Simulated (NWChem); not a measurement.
Total energies of formate (CHO2 (-1))

```xyz
4

O      1.1320     0.0000     0.2065
C      0.0000     0.0000    -0.3052
O     -1.1320     0.0000     0.2065
H      0.0000     0.0000    -1.4728
```
Charge -1, spin multiplicity 1.

The numbers come from NWChem runs, not from measurements. Structure: optimised with PBE0/def2-SVP, a minimum by its harmonic frequencies.

Basis set: def2-SVPD (74 functions).

| method | total energy (Ha) |
|---|---|
| RHF | -188.06676 |
| MP2 | -188.59916 |
| B2PLYP | -188.92102 |
| PBE | -188.88814 |
| B3LYP | -189.08473 |
| TPSS | -189.10464 |
| CCSD(T) | -188.62358 |

Total energies of different functionals aren't comparable as a measure of quality: only differences taken within one method are. 

The correlated methods keep 3 core orbitals frozen. B3LYP has NWChem's definition, with VWN1-RPA local correlation. The anion's geometry comes from a basis without diffuse functions. No row is a measurement; the coupled-cluster row has its own basis-set and correlation limits.
